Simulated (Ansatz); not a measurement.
One change: `[SiH3][GaH2]` becomes `[SiH3][GaH][SH]`.

Ansatz, PBE0-D4/def2-TZVP geometries, multiplicity 1. Each molecule was computed in one conformer, which needn't be the lowest.

Scalar relativity is left out up to krypton.

```csv
property,`[SiH3][GaH2]`
size of the dipole moment (B3LYP/def2-TZVPP) / D,0.10
HOMO–LUMO gap (ωB97M-V/def2-TZVPP) / eV,9.24
HOMO–LUMO gap (PBE/def2-TZVPP) / eV,3.63
HOMO energy (PBE/def2-TZVPP) / eV,-6.58
LUMO energy (ωB97M-V/def2-TZVPP) / eV,-0.42
HOMO energy (PBE0/def2-TZVPP) / eV,-7.64
```

Q: What does the change do to each property? (Best estimate.)

A: Ansatz gave: 
```csv
property,`[SiH3][GaH][SH]`,shift
size of the dipole moment (B3LYP/def2-TZVPP) / D,1.18,1.08
HOMO–LUMO gap (ωB97M-V/def2-TZVPP) / eV,9.66,0.42
HOMO–LUMO gap (PBE/def2-TZVPP) / eV,4.00,0.37
HOMO energy (PBE/def2-TZVPP) / eV,-6.59,-0.01
LUMO energy (ωB97M-V/def2-TZVPP) / eV,-0.11,0.31
HOMO energy (PBE0/def2-TZVPP) / eV,-7.73,-0.09
```

With PBE0 the HOMO falls by 0.09 eV and the LUMO rises by 0.31 eV, so the gap widens by about 0.40 eV. PBE moves the HOMO by -0.01 eV and ωB97M-V by -0.11 eV. Dipoles are sizes alone; their direction can turn.

B3LYP here is the variant with VWN-RPA as its local correlation; programs differ in this.
